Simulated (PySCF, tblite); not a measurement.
Isomers of C3H4Cl2Si, one GFN2-xTB conformer each. Single-point energies are computed at PBE0/pcSseg-1 (PySCF, gas phase, no added dispersion term), electronic only.

Question: Rank them by PBE0/pcSseg-1 energy, lowest first (kJ/mol).
A. `[CH2:1]=[C:2]=[CH:3][SiH:4]([Cl:5])[Cl:6]` with C2–C3–Si4–Cl5 129°
B. `[CH:1]#[C:2][SiH2:3][CH:4]([Cl:5])[Cl:6]` with C2–Si3–C4–Cl5 175°

Answer: A (0.0), B (313.0).

As drawn, the lower has cumulated double bonds and a C=C bond outside aromatic rings, which the higher lacks; the higher has a C≡C bond, which the lower lacks. GFN2-xTB itself gives, in the same order: 0.0, 266.3. Both levels put the same isomer lowest.

Q: Which frontier levels, dipoles and rotational constants go with these structures?

A: 
```tsv
SMILES	HOMO (eV, PBE0/pcSseg-1)	LUMO (eV)	dipole (D)	A, B, C (MHz)
C=C=C[SiH](Cl)Cl	-7.92	-0.72	1.97	2628, 1224, 915.4
C#C[SiH2]C(Cl)Cl	-8.16	-0.84	2.33	2925, 1141, 870.8
```

Q: What happens when harmonic zero-point energies from GFN2-xTB frequencies are added?

A: 
```tsv
SMILES	ZPE (kJ/mol)	electronic (kJ/mol)	with ZPE (kJ/mol)
C=C=C[SiH](Cl)Cl	147.9	0.0	0.0
C#C[SiH2]C(Cl)Cl	138.5	313.0	303.7
```

The zero-point energies span 9.4 kJ/mol. The order is unchanged.
